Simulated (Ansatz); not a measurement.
A single point on `O[SiH](O)[NH][GeH3]`.

```yaml
crystal:
  periodic: [false, false, false]
  atoms:
    - {symbol: O, position_ang: [-0.950308, -1.639059, 0.741896]}
    - {symbol: Si, position_ang: [0.536135, -0.976348, 0.552928]}
    - {symbol: O, position_ang: [0.812824, -0.235287, 1.996751]}
    - {symbol: N, position_ang: [0.532792, 0.081706, -0.777955]}
    - {symbol: Ge, position_ang: [-0.756187, 1.341397, -1.170777]}
    - {symbol: H, position_ang: [-1.229337, -1.793432, 1.645899]}
    - {symbol: H, position_ang: [1.578141, -1.998648, 0.284220]}
    - {symbol: H, position_ang: [1.604178, 0.299181, 2.069392]}
    - {symbol: H, position_ang: [1.158226, -0.146498, -1.535526]}
    - {symbol: H, position_ang: [-0.059131, 2.589995, -1.741309]}
    - {symbol: H, position_ang: [-1.757429, 0.805178, -2.209912]}
    - {symbol: H, position_ang: [-1.469904, 1.671815, 0.144392]}
basis:
  gaussian: {orbitals: def2-QZVPP}
correlation: {method: mp2}
```

```sh
$ ansatz run in.yaml --threads 2 --pin off --events-out ev --progress --plain --max-ram 22528MiB --backend cuda --devices 0, --max-vram 18GiB
```

Output, abridged:

```
Functional definition: HF
3317 factors; integrals over basis functions are off by at most 9.0e-4 eV
mean field evaluation 1: about -70004.9256 eV, gradient 5.9e1 eV
mean field evaluation 2: about -70005.0619 eV, gradient 5.9e1 eV
mean field evaluation 4: about -70011.4315 eV, gradient 3.8e0 eV
mean field evaluation 8: about -70011.4911 eV, gradient 3.3e-1 eV
mean field -70011.49130339 eV, -2572.8748499062 hartree, gradient 9.6e-7 eV, S^2 0.000000; 0 other end points of the search recorded, 0 dependent functions left out
17 core orbitals not correlated: weight in the atoms' cores, before any rotation towards them, 1.000 or more for the frozen orbitals, at most 0.000 for the correlated occupied ones
reference -70011.49130339 eV, -2572.8748499062 hartree; 21, 21 occupied and 502, 502 virtual orbitals, 3317 factors
second order -38.19645142 eV of doubles, -0.00000000 eV of singles
Total energy: -70049.68775481 eV, -2574.2785436056 hartree
```

Hardware: 2 threads of an AMD EPYC 7R13 on a shared host and a share of an NVIDIA H100 80 GB. Wall time 4.8 s, peak host memory 1.1 GiB.
